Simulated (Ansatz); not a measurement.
# A geometry optimisation of FH4OSi2 with B3LYP/6-31G*

The starting geometry of this gas-phase doublet was optimised with GFN2-xTB; its bonds are those of `F[SiH2]O[SiH2]`.

```json
{"atom": "F", "x (Å)": "-1.4840", "y (Å)": "0.6598", "z (Å)": "1.7025"}
{"atom": "O", "x (Å)": "0.0110", "y (Å)": "-0.8108", "z (Å)": "0.2377"}
{"atom": "Si", "x (Å)": "-1.0440", "y (Å)": "0.3952", "z (Å)": "0.1829"}
{"atom": "Si", "x (Å)": "0.8310", "y (Å)": "-2.2005", "z (Å)": "0.0172"}
{"atom": "H", "x (Å)": "-0.3467", "y (Å)": "1.5815", "z (Å)": "-0.2694"}
{"atom": "H", "x (Å)": "-2.2479", "y (Å)": "-0.0130", "z (Å)": "-0.5157"}
{"atom": "H", "x (Å)": "1.5620", "y (Å)": "-2.0485", "z (Å)": "-1.2320"}
{"atom": "H", "x (Å)": "-0.1241", "y (Å)": "-3.2963", "z (Å)": "0.0771"}
```

Problem. Where would you expect an optimisation with B3LYP/6-31G* to take it?

Solution. It keeps its bonds, and is `F[SiH2]O[SiH2]`.

The energy falls by 0.18 eV over 52 steps:

```json
{"step": "1", "E − E(last) (eV)": "0.176"}
{"step": "7", "E − E(last) (eV)": "0.014"}
{"step": "12", "E − E(last) (eV)": "0.011"}
{"step": "18", "E − E(last) (eV)": "0.010"}
{"step": "24", "E − E(last) (eV)": "0.010"}
{"step": "29", "E − E(last) (eV)": "0.009"}
{"step": "35", "E − E(last) (eV)": "0.005"}
{"step": "41", "E − E(last) (eV)": "0.001"}
{"step": "46", "E − E(last) (eV)": "0.000"}
{"step": "52", "E − E(last) (eV)": "0.000"}
```

Final geometry (Å):

```yaml
atoms:
  - { symbol: F, position_ang: [-1.7970, 0.1302, 1.5871] }
  - { symbol: O, position_ang: [-0.2796, -0.9028, -0.3383] }
  - { symbol: Si, position_ang: [-1.1426, 0.4046, 0.1420] }
  - { symbol: Si, position_ang: [0.9761, -1.9635, -0.0776] }
  - { symbol: H, position_ang: [-0.2522, 1.5820, 0.2684] }
  - { symbol: H, position_ang: [-2.2349, 0.6159, -0.8313] }
  - { symbol: H, position_ang: [1.3545, -2.5487, -1.3979] }
  - { symbol: H, position_ang: [0.5331, -3.0504, 0.8480] }
```

The end wasn't checked by frequencies. Open shells are spin-unrestricted. Run with Ansatz 0.2.0, 2.3 min on 1 thread of Intel(R) Xeon(R) 6975P-C (Granite Rapids), with other jobs on the host.
